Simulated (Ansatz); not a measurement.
Si₅₀H₅₄, a nanocrystal cut from hexagonal silicon, relaxed as a singlet with RKS PBE-D4/def2-SVP in Ansatz, starting from a model built from a lattice or polyhedron. Force threshold 0.03 eV/Å.

Single mean-field runs in def2-SVP are fitted with def2-universal-jkfit.

Start:

```xyz
104

Si    5.243    1.546    0.285
Si    4.778   -0.055    1.974
Si    3.489    3.313    3.313
Si    3.721    1.033    3.773
Si    4.431   -2.770   -0.723
Si    3.362   -1.693    1.078
Si    2.899   -3.286    2.767
Si    1.581    0.069    4.118
Si    1.874   -2.229    4.597
Si    1.469   -4.945    1.894
Si   -0.288   -3.139    4.884
Si    3.702    4.140   -2.131
Si    3.275    2.546   -0.437
Si    2.215    3.607    1.358
Si    2.903   -0.181   -3.128
Si    3.124   -2.484   -2.671
Si    1.817    0.877   -1.322
Si    1.359   -0.726    0.355
Si    0.073    2.674    1.705
Si    0.320    0.365    2.164
Si   -0.983    3.705    3.500
Si   -1.452    2.113    5.189
Si    0.998   -3.447   -2.351
Si   -0.074   -2.378   -0.526
Si   -0.539   -3.965    1.164
Si   -1.813   -0.592    2.476
Si   -1.590   -2.880    2.977
Si   -2.853    0.478    4.300
Si   -1.962   -5.613    0.266
Si    1.714    5.108   -2.847
Si    0.657    6.179   -1.050
Si    1.363    2.358   -5.560
Si    1.601    0.080   -5.085
Si    0.302    3.464   -3.715
Si   -0.186    1.866   -2.037
Si   -1.441    5.224   -0.724
Si   -1.233    2.943   -0.264
Si   -0.538   -0.850   -4.725
Si   -0.298   -3.157   -4.277
Si   -1.586    0.224   -2.917
Si   -2.038   -1.367   -1.290
Si   -3.380    1.956    0.074
Si   -3.115   -0.338    0.562
Si   -2.423   -4.101   -3.921
Si   -3.484   -3.046   -2.120
Si   -3.942   -4.635   -0.452
Si   -5.225   -1.262    0.886
Si   -5.022   -3.544    1.348
Si   -3.591    1.201   -3.662
Si   -4.650    2.252   -1.862
H     6.142    2.577    0.805
H     5.908    0.897   -0.803
H     6.039   -0.674    2.396
H     4.796    3.897    3.094
H     2.840    3.973    4.435
H     4.499    0.845    4.959
H     5.737   -2.180   -0.926
H     4.562   -4.172   -0.437
H     4.130   -3.919    3.219
H     0.941    0.724    5.248
H     2.636   -2.392    5.751
H     2.103   -5.583    0.729
H     1.193   -5.936    2.908
H    -0.152   -4.567    5.206
H    -0.916   -2.477    6.020
H     4.597    5.119   -1.566
H     4.375    3.492   -3.218
H     2.051    5.046    1.065
H     4.213    0.383   -3.345
H     3.776   -3.112   -3.801
H    -0.104    4.746    4.043
H    -2.209    4.311    3.052
H    -0.216    1.515    5.637
H    -2.113    2.794    6.310
H     1.148   -4.852   -2.047
H    -2.886   -3.464    3.186
H    -3.158   -0.509    5.360
H    -4.099    1.073    3.835
H    -1.297   -6.275   -0.854
H    -2.234   -6.582    1.295
H     2.014    6.090   -3.881
H     1.458    5.964    0.161
H     0.526    7.564   -1.318
H     2.672    2.977   -5.745
H     0.561    2.571   -6.724
H     2.256   -0.561   -6.179
H    -0.927    4.060   -4.189
H    -2.087    5.894    0.398
H    -2.245    5.408   -1.898
H    -1.339   -0.701   -5.942
H     0.366   -3.834   -5.409
H    -4.010    2.667    1.177
H    -2.277   -5.520   -3.675
H    -3.239   -3.935   -5.142
H    -4.718   -2.442   -2.582
H    -4.833   -5.648   -0.999
H    -5.881   -0.627    2.017
H    -6.060   -1.079   -0.300
H    -4.212   -3.737    2.547
H    -6.348   -4.156    1.556
H    -3.295    2.163   -4.686
H    -4.466    0.161   -4.190
H    -4.806    3.689   -2.140
H    -5.974    1.694   -1.629
```

| step | energy (eV) | largest force component (eV/Å) | SCF passes |
| --- | --- | --- | --- |
| 1 | -394462.5250 | 2.295 | 21 |
| 2 | -394464.6595 | 0.722 | 22 |
| 3 | -394465.0793 | 0.337 | 21 |
| 4 | -394465.2354 | 0.167 | 21 |
| 5 | -394465.2846 | 0.047 | 21 |
| 6 | -394465.2982 | 0.015 | 21 |
| 7 | -394465.3005 | 0.020 | 22 |

Force components are those of the run's own axes.

End:

```xyz
104

Si    5.293    1.474    0.192
Si    4.851   -0.093    1.892
Si    3.567    3.264    3.390
Si    3.843    0.958    3.758
Si    4.485   -2.812   -0.784
Si    3.413   -1.739    1.028
Si    2.957   -3.336    2.691
Si    1.722    0.012    4.130
Si    1.947   -2.290    4.558
Si    1.530   -4.971    1.779
Si   -0.191   -3.174    4.976
Si    3.659    4.116   -2.086
Si    3.272    2.511   -0.417
Si    2.264    3.553    1.452
Si    2.932   -0.212   -3.124
Si    3.168   -2.517   -2.704
Si    1.864    0.854   -1.303
Si    1.396   -0.723    0.372
Si    0.134    2.628    1.796
Si    0.374    0.330    2.229
Si   -1.001    3.759    3.532
Si   -1.796    2.339    5.235
Si    1.040   -3.450   -2.325
Si   -0.021   -2.376   -0.507
Si   -0.497   -3.945    1.174
Si   -1.752   -0.603    2.593
Si   -1.499   -2.893    3.040
Si   -2.920    0.471    4.343
Si   -1.978   -5.540    0.292
Si    1.675    5.114   -2.873
Si    0.470    6.362   -1.267
Si    1.389    2.357   -5.536
Si    1.647    0.067   -5.075
Si    0.298    3.404   -3.717
Si   -0.138    1.853   -2.001
Si   -1.473    5.191   -0.625
Si   -1.152    2.910   -0.147
Si   -0.475   -0.882   -4.705
Si   -0.252   -3.185   -4.274
Si   -1.533    0.186   -2.879
Si   -2.026   -1.380   -1.204
Si   -3.274    1.965    0.218
Si   -3.047   -0.335    0.652
Si   -2.388   -4.108   -3.944
Si   -3.446   -3.008   -2.137
Si   -3.989   -4.589   -0.483
Si   -5.210   -1.210    0.954
Si   -5.318   -3.555    1.176
Si   -3.544    1.191   -3.558
Si   -4.587    2.255   -1.716
H     6.288    2.507    0.663
H     5.870    0.774   -1.014
H     6.131   -0.761    2.340
H     4.902    3.948    3.226
H     2.853    3.887    4.565
H     4.706    0.726    4.977
H     5.858   -2.214   -0.980
H     4.654   -4.278   -0.471
H     4.263   -3.960    3.128
H     1.071    0.685    5.315
H     2.835   -2.480    5.766
H     2.164   -5.576    0.550
H     1.278   -6.077    2.776
H    -0.109   -4.636    5.340
H    -0.836   -2.432    6.121
H     4.595    5.177   -1.561
H     4.331    3.440   -3.258
H     2.117    5.030    1.172
H     4.298    0.402   -3.325
H     3.789   -3.177   -3.914
H    -0.095    4.807    4.130
H    -2.186    4.471    2.926
H    -0.650    1.884    6.100
H    -2.756    3.113    6.106
H     1.189   -4.922   -2.014
H    -2.863   -3.499    3.273
H    -3.204   -0.522    5.444
H    -4.247    0.940    3.798
H    -1.309   -6.221   -0.879
H    -2.271   -6.589    1.336
H     2.056    6.038   -4.008
H     1.315    6.737   -0.077
H     0.023    7.641   -1.935
H     2.736    3.002   -5.749
H     0.574    2.546   -6.791
H     2.324   -0.650   -6.221
H    -1.019    3.981   -4.182
H    -2.141    5.867    0.546
H    -2.420    5.265   -1.799
H    -1.331   -0.686   -5.936
H     0.458   -3.846   -5.433
H    -3.921    2.636    1.408
H    -2.278   -5.582   -3.636
H    -3.221   -3.949   -5.191
H    -4.698   -2.320   -2.629
H    -4.795   -5.700   -1.117
H    -5.874   -0.531    2.125
H    -5.999   -0.863   -0.286
H    -4.953   -4.002    2.567
H    -6.751   -3.963    0.924
H    -3.261    2.202   -4.642
H    -4.462    0.140   -4.131
H    -4.753    3.726   -2.006
H    -5.958    1.665   -1.498
```

By distances, no bond broke or formed. The bond that changes most is Si9–H61, from 1.39 to 1.51 Å (atoms count from 1).

The force fell under the threshold at step 6, but the optimiser went on and released 0.002 eV more. No frequencies were taken in this run, so the end may be a saddle point.

Run time 71 s (11 threads of AMD EPYC 7R13 on a shared host and a whole NVIDIA H100 80GB HBM3), peak host memory 2.1 GiB.
